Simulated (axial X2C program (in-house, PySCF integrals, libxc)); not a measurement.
# LiRh⁻: from the spin-free to the two-component result

All values were computed with an axial X2C code built on PySCF integrals. Spin-free means the one-electron spin-free X2C Hamiltonian; two-component (2c) means X2C with spin–orbit coupling and atomic mean-field two-electron Coulomb and Gaunt terms, so the difference of the two also holds small scalar two-electron terms. Basis: Rh dyall-acv3z [13s13p9d5f3g], Li dyall-av3z [9s9p3d] (cores contracted in-house); Gaussian nuclei, density fitting, unrestricted open shells. Masses: Rh 102.906 u, Li 7.016 u.

Spin-free state: M_S = 1/2, Λ = 2 (beyond evenly filled blocks: δ+α, δ+β, δ-α); fragments Rh- + Li.

| level | Re (Å) | ωe (cm⁻¹) | De (eV) | μ (D) |
| --- | --- | --- | --- | --- |
| PBE0 | 2.274 | 346.9 | 1.342 | -6.05 |
| TPSSh | 2.305 | 346.4 | 1.453 | -7.53 |

Dipoles are positive if Li is the positive end and refer to the centre of mass.

Q: Within this multiplet, which Ω should lie lowest by the rule for regular and inverted multiplets?

A: The open δ shell holds three electrons, one hole, so the multiplet is inverted: Ω = Λ + 1/2 = 5/2. The PBE0 2c search agrees.

Two-component determinant lowest at the distance of the search:

Ω = 5/2 (⟨Sz⟩ = 0.50, ⟨Lz⟩ = 2.00 at PBE0); fragments Rh- + Li.

```
level  Re (Å)  ωe (cm⁻¹)  μ (D)
 PBE0   2.277      338.1  -6.29
TPSSh   2.306      344.2  -7.73
```

Q: From the two tables, how do the constants change at the PBE0 level (2c against spin-free)?

A: At the PBE0 level Re goes up by 0.003 Å and ωe falls by 8.8 cm⁻¹.

Occupations by symmetry block were frozen at the best pattern of an incomplete PBE0 search. Dissociation energies refer to the lowest single-determinant-based atoms at the same level and basis. De is not given where an atomic determinant may have missed its ground term or J level, or where the truncated virtual space spoils (T). Density functionals use the spin component along the axis (collinear). Other states lie close and PBE0, whose exact exchange favours high spin, may order them wrongly; the determinant shown need not be the ground state. The nearest other spin-free determinant of the search, M_S = 3/2, Λ = 2, lies 0.22 eV up at the distance of the search. The functionals have no current-density term, which raises determinants with orbital currents, atoms included. The highest occupied level of some functionals is positive through self-interaction error; at Hartree–Fock it is bound. The determinant is spin-polarised beyond a pure state at some levels (its spin-free form has ⟨S²⟩ too high), which makes Re and μ there less reliable.
